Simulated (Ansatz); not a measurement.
A calculation with Ansatz (development build ahead of 0.2.0).

```yaml
crystal:
  periodic: [false, false, false]
  atoms:
    - { symbol: Zn, position_ang: [0.0, 0.0, 0.0] }
    - { symbol: O, position_ang: [0.0, 0.0, 2.1] }
    - { symbol: H, position_ang: [0.775, 0.0, 2.675] }
    - { symbol: H, position_ang: [-0.775, 0.0, 2.675] }
basis:
  gaussian: { orbitals: def2-SVP }
total_charge: 1
magnetization:
  spin_polarized: true
  initial_magnetization: 1
hamiltonian:
  xc: hf
scf:
  omitted_lower_state_checks: [starts, atomic_configurations, cluster_reference, orbital_swaps, given_window_search, neighbouring_geometries, increment]
output:
  forces: true
```

The input is written out in the form of the current development build from the run's settings.

The run gave:

```
Converged                       : yes
Total energy                    : -1853.29981 hartree
Spin squared of the determinant : 0.751
Stability test                  : minimum
```

Forces (eV/Å):
```
atom      Fx     Fy      Fz
 Zn1   0.000  0.000   0.095
  O2   0.000  0.000   0.637
  H3  -0.486  0.000  -0.366
  H4   0.486  0.000  -0.366
```
